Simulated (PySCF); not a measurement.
Electron correlation in Al (aluminium, neutral)

[Ne] 3s2 3p1, 2P determinant. Calculation: PySCF 2.14, in x2c-QZVPPall; the spin-free X2C one-electron Hamiltonian (Gaussian nucleus). Frozen: 1s2; 11 electrons correlated.

```tsv
level	correlation energy (mhartree)
CCSD	-220.77
(T)	-3.58
CCSD(T)	-224.35
```

Diagnostics: T1 = 0.012, D1 = 0.0469, largest double amplitude 0.076.

Task: Is a single reference adequate?

Result: Mostly. T1 lies below 0.03, but a double amplitude of this size points to a near-degeneracy that CCSD handles and MP2 describes poorly.

This basis was not built for core-valence correlation, so the inner-shell part is incomplete.
